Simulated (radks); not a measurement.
All-electron atom: In4+ in [Kr] 4d(3/2: 3, 5/2: 6). All-electron calculation, Dirac Kohn-Sham, BLYP, spin-unpolarised, spherical densities, finite nucleus; Fermi nuclear charge, rms radius 4.6156 fm. Program: a radial shooting solver on a logarithmic mesh with Libxc functionals.

Normalised radial functions P(r) = r R(r) (large component), r in bohr:

r          3d3/2    4p3/2    4d5/2
0.001511  0.0000   0.0014   0.0000
0.001967  0.0001   0.0024   0.0000
0.002541  0.0001   0.0038   0.0000
0.003309  0.0002   0.0063   0.0000
0.004274  0.0004   0.0102   0.0001
0.005566  0.0008   0.0167   0.0002
0.007247  0.0015   0.0269   0.0005
0.009362  0.0030   0.0422   0.0009
0.01219   0.0061   0.0661   0.0020
0.01587   0.0122   0.1014   0.0041
0.0205    0.0237   0.1494   0.0081
0.0267    0.0464   0.2146   0.0162
0.03477   0.0886   0.2930   0.0314
0.04491   0.1611   0.3705   0.0577
0.05848   0.2868   0.4271   0.1034
0.07554   0.4777   0.4211   0.1727
0.09836   0.7582   0.3063   0.2729
0.1281    1.1104   0.0563   0.3930
0.1654    1.4633  -0.2771   0.4981
0.2154    1.7303  -0.5801   0.5367
0.2805    1.7733  -0.6411   0.4335
0.3624    1.5419  -0.3349   0.1580
0.4718    1.0902   0.2871  -0.2697
0.6144    0.6012   0.9130  -0.7097
0.7936    0.2530   1.1945  -0.9829
1.033     0.0717   1.0431  -1.0030
1.335     0.0137   0.6598  -0.8074
1.738     0.0014   0.2934  -0.5120
2.263     0.0001   0.0880  -0.2493
2.924     0.0000   0.0173  -0.0907
3.807     0.0000   0.0017  -0.0206

3d3/2: eigenvalue -486.26 eV, 0 radial nodes, <r> = 0.322 bohr, 90 % of the charge inside 0.509 bohr. 4p3/2: eigenvalue -123.68 eV, 2 radial nodes at r = 0.134, 0.422 bohr, <r> = 0.921 bohr, 90 % of the charge inside 1.35 bohr. 4d5/2: eigenvalue -64.593 eV, 1 radial node at r = 0.402 bohr, <r> = 1.12 bohr, 90 % of the charge inside 1.72 bohr.
